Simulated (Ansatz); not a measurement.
Basis-set extrapolation for F₂H₄N₂Si₂, SMILES `F[Si@H]1N[Si@@H](F)N1` (PBE0-D4/def2-TZVP geometry, frozen core, Ansatz). Multiplicity 1, RHF reference.

```csv
,def2-TZVPP,def2-QZVPP
HF,-888.401024,-888.435441
MP2 correlation,-1.137016,-1.235144
CCSD(T) correlation,-1.201603,not run
```

Energies in hartree. Use E(X) = E(∞) + A·exp(−7.88·√X) for Hartree–Fock and E(X) = E(∞) + B·X^(−2.97) for correlation, with X = 3 and 4, and add CCSD(T) minus MP2 of the smaller set to the MP2 limit.

**Question.** What is the CCSD(T) energy at the basis-set limit?

**Answer.** HF limit: -888.435441 + (-0.034417) × 0.13774 = -888.44018. MP2 limit: -1.235144 + (-0.098128) × 0.74074 = -1.30783. Higher-order term: -1.201603 − (-1.137016) = -0.06459. Total: -889.81260 hartree, 551.3 kJ/mol below CCSD(T)/def2-TZVPP.
